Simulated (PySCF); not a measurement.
Structure problem from calculated spectra and properties.

Formula: C7H9BO2.

- Valence photoelectron: vertical ionisation energy: 8.87 eV [ΔSCF wB97X-D/def2-SVPD]
- NMR, other nuclei: isotropic shieldings of nuclei other than C and H, by class: 76 (1 B), 230 (2 O) ppm [GIAO B97-2/pcSseg-1]
- 13C NMR: chemical shifts (computed TMS as zero) by class: 143.5 (1 C), 136.0 (2 C), 130.8 (2 C), 127.9 (1 C), 23.6 (1 C) ppm [GIAO B97-2/pcSseg-1]
- Dipole: 1.54 D [wB97X-D/def2-SVPD]
- Rotational structure: rotational constants A, B, C: 3.628, 0.736, 0.614 GHz [PBE0-D3(BJ)/def2-SVP]
- UV, strongest line: among the 10 lowest singlet transitions: S4 at 6.84 eV (181 nm, f = 0.786) [TDDFT wB97X-D/def2-SVPD]
- Triplet: lowest triplet excitation (Tamm–Dancoff): 3.96 eV [TDA wB97X-D/def2-SVPD]
- UV, first state: lowest singlet excitation: 5.23 eV (237 nm, f = 0.005) [TDDFT wB97X-D/def2-SVPD]
- Polarisability: 103.2 au [wB97X-D/def2-SVPD]
- 1H NMR: chemical shifts (computed TMS as zero) by class: 7.66 (2 H), 7.25 (2 H), 4.12 (2 H), 2.40 (3 H) ppm [GIAO B97-2/pcSseg-1]

Electronic properties: PySCF, gas phase, density fitting. Levels stand in brackets. Geometry: PBE0-D3(BJ)/def2-SVP, one conformer, isolated molecule. Each NMR value is the plain mean over a class of atoms that symmetry, rotation or inversion makes alike.

Q: Give a SMILES that accounts for the data.

A: Numbering: `[CH3:1][c:2]1[cH:3][cH:4][c:5]([B:6]([OH:7])[OH:8])[cH:9][cH:10]1`. 7 carbons fall into 5 classes; from least to most shielded: substituted aromatic carbon [C2] (143.5 ppm), aromatic CH carbon [C4/C9] (136.0 ppm, 2 C, up to 5.2 ppm apart in this geometry), aromatic CH carbon [C3/C10] (130.8 ppm, 2 C), substituted aromatic carbon [C5] (127.9 ppm), benzylic-type carbon [C1] (23.6 ppm). Hydrogen classes from least to most shielded: 2 H on 2 aromatic CH carbons, C4/C9 (7.66 ppm, a mean of values up to 1.0 ppm apart in this geometry), 2 H on 2 aromatic CH carbons, C3/C10 (7.25 ppm), 2 H on 2 boron-bound oxygens, O7/O8 (4.12 ppm, a mean of values up to 0.7 ppm apart in this geometry), 3 H on a benzylic-type carbon, C1 (2.40 ppm, a mean of values up to 0.6 ppm apart in this geometry). The other shieldings belong to: 76 ppm, three-coordinate boron [B6]; 230 ppm, boron-bound oxygen [O7/O8]. The first electron is taken from the HOMO, whose largest Löwdin shares are 0.23 on a substituted aromatic carbon, 0.21 on a substituted aromatic carbon, 0.11 on an aromatic CH carbon and 0.09 on an aromatic CH carbon. By its constants the optimised geometry is an asymmetric top. Structure: `Cc1ccc(cc1)B(O)O` (4-tolylboronic acid). Computed isomers that give other values at the same levels: `C=CC(=C)C1=CC=[O+][BH2-]O1` (lowest singlet excitation: 3.68 eV (337 nm, f = 0.064)); `OB(O)C1=CC=CC12CC2` (rotational constant A: 2.013 GHz; this holds for the one conformer computed); `CB(C)c1ccc(=O)oc1` (rotational constant A: 3.247 GHz; this holds for the one conformer computed). The assignments are read from this structure; whether some other isomer fits the data as well wasn't checked.

Shape of the structure used: `[CH3:1][c:2]1[cH:3][cH:4][c:5]([B:6]([OH:7])[OH:8])[cH:9][cH:10]1`: C4–C5–B6–O7 178°, H–O7–B6–C5 180°, H–O8–B6–C5 -1°.
